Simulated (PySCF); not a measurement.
An unknown is described by computed data only.

Formula: C5H9NOSi.

* 13C NMR: chemical shifts (computed TMS as zero) by class: 97.7 (1 C), 89.8 (1 C), 47.5 (1 C), 28.2 (1 C), 15.0 (1 C) ppm [GIAO PBE0/pcSseg-1]
* 1H NMR: chemical shifts (computed TMS as zero) by class: 3.17 (1 H), 2.98 (1 H), 1.90 (1 H), 1.77 (1 H), 1.69 (1 H), 1.57 (1 H), 1.25 (1 H), 0.72 (1 H), 0.61 (1 H) ppm [GIAO PBE0/pcSseg-1]
* Rotational structure: rotational constants A, B, C: 2.699, 1.275, 1.160 GHz [GFN2-xTB]
* Triplet: lowest triplet excitation (Tamm–Dancoff): 5.19 eV [TDA wB97X-D/def2-SVPD]
* Polarisability: 88.5 au [wB97X-D/def2-SVPD]
* NMR, other nuclei: isotropic shieldings of nuclei other than C and H, by class: 208 (1 N), 280 (1 O), 374 (1 Si) ppm [GIAO PBE0/pcSseg-1]

Gas-phase values; electronic properties from PySCF, density fitting. Levels stand in brackets. One conformer (not necessarily the lowest) at the GFN2-xTB geometry, without solvent, vibrations or thermal averaging. NMR values are class means; diastereotopic atoms form classes of their own.

Q: Give a SMILES that accounts for the data.

A: Numbering: `[CH:1]#[C:2][Si@@:3]1([OH:4])[CH2:5][CH2:6][CH2:7][NH:8]1`. Its formula, C5H9NOSi, gives 3 degrees of unsaturation: 1 ring and 2 π bonds in the structure found. 5 carbons fall into 5 classes; from least to most shielded: terminal alkyne carbon [C1] (97.7 ppm), alkyne carbon [C2] (89.8 ppm), ring sp3 carbon bound to nitrogen [C7] (47.5 ppm), ring CH2 carbon [C6] (28.2 ppm), ring sp3 carbon bound to silicon [C5] (15.0 ppm). Hydrogen classes from least to most shielded: 1 H on an sp3 carbon bound to nitrogen, C7 (3.17 ppm), 1 H on an sp3 carbon bound to nitrogen, C7 (2.98 ppm), 1 H on a ring CH2 carbon, C6 (1.90 ppm), 1 H on a silanol oxygen, O4 (1.77 ppm), 1 H on a terminal alkyne carbon, C1 (1.69 ppm), 1 H on a ring CH2 carbon, C6 (1.57 ppm), 1 H on a silicon-bound nitrogen, N8 (1.25 ppm), 1 H on an sp3 carbon bound to silicon, C5 (0.72 ppm), 1 H on an sp3 carbon bound to silicon, C5 (0.61 ppm). The other shieldings belong to: 208 ppm, silicon-bound nitrogen [N8]; 280 ppm, silanol oxygen [O4]; 374 ppm, oxygen-bound silicon [Si3]. The optimised geometry has point group C1 and is an asymmetric top. Structure: `C1N[Si@@](C#C)(CC1)O`. Computed isomers that give other values at the same levels: `[SiH3]CCc1ncco1` (13C chemical shifts (computed TMS as zero) by class: 170.8 (1 C), 142.8 (1 C), 136.3 (1 C), 29.6 (1 C), 12.3 (1 C) ppm); `C[C@@H]1C[C@H](C#N)O[SiH2]1` (13C chemical shifts (computed TMS as zero) by class: 124.5 (1 C), 67.9 (1 C), 45.2 (1 C), 24.4 (1 C), 16.3 (1 C) ppm); `Cn1ccc(O[SiH3])c1` (13C chemical shifts (computed TMS as zero) by class: 151.3 (1 C), 121.1 (1 C), 110.9 (1 C), 100.2 (1 C), 37.6 (1 C) ppm). The assignments are read from this structure; whether some other isomer fits the data as well wasn't checked. The mirror image fits equally.
